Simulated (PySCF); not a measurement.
## C₆ coefficients of unlike pairs at M06

Calculated with PySCF 2.14 from the dipole response of each species, C₆(A,B) = (3/π) ∫ α_A(iu) α_B(iu) du, in atomic units, from isotropic polarisabilities. For ions this is the dispersion term alone; charge-induced terms of lower order in 1/R come first.

```json
{"species": "Sc⁺", "configuration": "[Ar] 3d1 4s1 (3D)", "basis": "aug-cc-pVTZ with one added diffuse shell each of s, p, d, f, g type (9s8p6d4f3g)", "relativity": "none", "α (bohr³)": "54.27", "C₆ (like pair)": "342.5"}
{"species": "Pt³⁺", "configuration": "[Xe] 4f14 5d7 (4F)", "basis": "aug-cc-pVTZ-PP with one added diffuse shell each of s, p, d, f, g type with ECP60MDF (7s7p6d4f3g)", "relativity": "core potential", "α (bohr³)": "6.383", "C₆ (like pair)": "35.91"}
{"species": "Cl", "configuration": "[Ne] 3s2 3p5 (2P)", "basis": "aug-cc-pVDZ-DK (5s4p2d)", "relativity": "spin-free X2C", "α (bohr³)": "13.82", "C₆ (like pair)": "86.74"}
{"species": "Mn⁺", "configuration": "[Ar] 3d5 4s1 (7S)", "basis": "aug-cc-pwCVTZ-DK with one added diffuse shell each of s, p, d, f, g type (11s10p8d5f4g)", "relativity": "spin-free X2C", "α (bohr³)": "25.39", "C₆ (like pair)": "124.0"}
```

Question: Estimate C₆ for Mn⁺ with Pt³⁺.

Answer: The integral gives 55.98. The combination rule 2 C_A C_B / (C_A α_B/α_A + C_B α_A/α_B) gives 51.18 and the geometric mean 66.73.

No spin-orbit coupling is included.

The other pairs:

| pair | C₆ |
| --- | --- |
| Cl, Sc⁺ | 147.0 |
| Pt³⁺, Sc⁺ | 79.54 |
| Mn⁺, Cl | 97.91 |
| Cl, Pt³⁺ | 52.74 |
| Mn⁺, Sc⁺ | 200.6 |
